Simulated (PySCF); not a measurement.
C₂H₇Al (SMILES [CH3][AlH][CH3]), singlet, at a GFN2-xTB geometry (such geometries of metal compounds can be far from the true shape).

The PySCF input:
```python
from pyscf import gto, scf, dft

mol = gto.Mole()
mol.atom = '''
    Al    0.35298301   -0.09679108   -0.29438078
    C    -0.54675057   -1.67224407    0.52286895
    H    -0.14101575   -2.60677352    0.11529983
    H    -1.62818961   -1.69634184    0.34377780
    H    -0.42176746   -1.72806399    1.61066284
    C    -0.04540479    1.83461833   -0.02902321
    H     0.68048984    2.45884494   -0.56521044
    H    -0.00927651    2.14534959    1.02183624
    H    -1.03660266    2.12796203   -0.39441129
    H     1.52051514   -0.41693876   -1.26807926
'''
mol.basis = 'cc-pvtz'
mol.verbose = 4
mol.build()

mf = dft.RKS(mol)
mf.xc = 'camb3lyp'
mf = mf.density_fit(auxbasis='def2-universal-jkfit')
mf.kernel()
mf.analyze()
```

**Question.** What does this run give for the dipole moment, number of basis functions, HOMO-LUMO gap, HOMO energy?

**Answer.** 
The dipole moment is 0.74 D. The number of basis functions comes out as 192 and the HOMO-LUMO gap is 9.17 eV. The HOMO energy is -9.20 eV.
